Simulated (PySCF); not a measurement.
Ga(Me)(OH)2(OH2), CH7GaO3, singlet (PBE0/def2-SVP optimised geometry):

```
12

Ga    -0.064    -0.347     0.000
C     -1.175     1.264     0.000
H     -1.235     1.695     1.011
H     -2.197     1.033    -0.333
H     -0.755     2.027    -0.672
O     -0.631    -1.990     0.551
H     -1.446    -2.027     1.058
O      1.757    -0.347     0.000
H      2.197     0.476     0.223
O      0.174    -1.337    -1.868
H     -0.111    -2.178    -1.463
H      1.145    -1.326    -1.765
```

Calculation: PBE0/def2-TZVP run with PySCF 2.14.0.

What are the frontier orbital energies and the dipole moment?

HOMO-2 -8.55 eV, HOMO-1 -8.10 eV, HOMO -7.90 eV, LUMO 0.16 eV, LUMO+1 1.19 eV; dipole moment 1.51 D.

On the same geometry PBE/def2-TZVP (PySCF) gives HOMO-2 -6.93 eV, HOMO-1 -6.40 eV, HOMO -6.39 eV, LUMO -0.71 eV, LUMO+1 0.33 eV; dipole moment 1.39 D.

Meta-Löwdin charges at PBE0/def2-TZVP: Ga1 0.92, C2 -0.60, H3 0.13, H4 0.13, H5 0.13, O6 -0.77, H7 0.33, O8 -0.77, H9 0.33, O10 -0.59, H11 0.37, H12 0.37.
